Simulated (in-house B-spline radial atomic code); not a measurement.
## Ionising the nitrogen ion N²⁺ with different functionals

Computed with a radial B-spline atomic code at the basis-set limit: scalar-relativistic (spin-free X2C) Hamiltonian, Fermi nucleus of rms radius 2.5582 fm, spin-polarised at highest spin, spherical fractional occupations for the functionals, and exact exchange of hybrids averaged over the configuration. The ionisation energy is the difference of two self-consistent energies, [He] 2s2 2p1 → [He] 2s2, without Breit or QED terms; ε is the level of the shell that loses the electron (its least bound occupied spin orbital).

```json
{"method": "PBE0", "rung": "global hybrid", "ΔSCF (eV)": "47.75", "-ε(2p) (eV)": "41.03"}
{"method": "B3LYP", "rung": "global hybrid", "ΔSCF (eV)": "47.97", "-ε(2p) (eV)": "40.71"}
{"method": "TPSSh", "rung": "global hybrid", "ΔSCF (eV)": "47.55", "-ε(2p) (eV)": "39.53"}
{"method": "BHandHLYP", "rung": "global hybrid", "ΔSCF (eV)": "47.90", "-ε(2p) (eV)": "43.56"}
{"method": "r2SCAN0", "rung": "global hybrid", "ΔSCF (eV)": "47.51", "-ε(2p) (eV)": "41.08"}
{"method": "B97-1", "rung": "global hybrid", "ΔSCF (eV)": "?", "-ε(2p) (eV)": "?"}
{"method": "HSE06", "rung": "range-separated hybrid", "ΔSCF (eV)": "47.76", "-ε(2p) (eV)": "40.64"}
{"method": "wB97X", "rung": "range-separated hybrid", "ΔSCF (eV)": "47.50", "-ε(2p) (eV)": "43.56"}
{"method": "CAM-B3LYP", "rung": "range-separated hybrid", "ΔSCF (eV)": "47.95", "-ε(2p) (eV)": "42.71"}
{"method": "LC-wPBE", "rung": "range-separated hybrid", "ΔSCF (eV)": "?", "-ε(2p) (eV)": "?"}
```

**Question.** What does LC-wPBE give?

**Answer.** ΔSCF 47.90 eV, and -ε(2p) = 44.07 eV.

**Question.** What does B97-1 give?

**Answer.** ΔSCF 47.65 eV, and -ε(2p) = 40.54 eV.

**Question.** Among the functionals, which spreads more, the ΔSCF values or the orbital energies?

**Answer.** The orbital energies: ΔSCF values span about 0.47 eV and the orbital energies 4.53 eV; here energy differences depend much less on the functional than eigenvalues do.

**Question.** How do they compare with the NIST value?

**Answer.** NIST lists 47.445 eV ± 0.0025 (semi-empirical, ground level to ground level). Errors run from +0.06 to +0.53 eV; wB97X is closest (+0.06 eV), but part of that can be cancellation, since the calculations leave out spin-orbit coupling, Breit-QED terms, multiplet and fine-structure energies.
